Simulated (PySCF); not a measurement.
CH3O, doublet, geometry from GFN2-xTB. Base run: HF/pcseg-1 (PySCF).

Geometry (Å):
```xyz
5

C      0.6856     0.0251    -0.0333
O     -0.6713    -0.1219    -0.0054
H     -1.0982     0.7392    -0.0588
H      1.1282     0.9746     0.2025
H      1.2267    -0.8893     0.0994
```
Charge 0, spin multiplicity 2.
Orbitals are unrestricted.
All else is at PySCF's defaults.
Base energy -114.38468 Eh.

Each row names what was changed in the base input (with any setting that the change needs).

```
change                                                                            ΔE vs base (mEh)  SCF cycles  <S^2>
--------------------------------------------------------------------------------  ----------------  ----------  -----
base                                                                                         0.000          12  0.760
damp = 0.5; diis_start_cycle = 5                                                             0.000          14  0.760
conv_tol = 1e-12                                                                             0.000          15  0.760
conv_tol_grad = 1e-7                                                                         0.000          16  0.760
solver = newton                                                                              0.000           -  0.760
init_guess = huckel                                                                          0.000          11  0.760
diis = off (with mf.max_cycle = 100)                                                         0.000          23  0.760
DIIS = EDIIS                                                                                 0.000          50  0.760
conv_tol = 1e-6                                                                              0.000           9  0.760
level_shift = 1.0 (with mf.max_cycle = 100)                                                  0.000          23  0.760
diis = off; damp = 0.3 (with mf.diis_start_cycle = 200; with mf.max_cycle = 150)             0.000          29  0.760
conv_tol_grad = 1e-3                                                                         0.000          12  0.760
conv_tol = 1e-11                                                                             0.000          14  0.760
```

Open shells are given as the SCF converged; they aren't shown to be the lowest states, and a large step between rows can be another state.
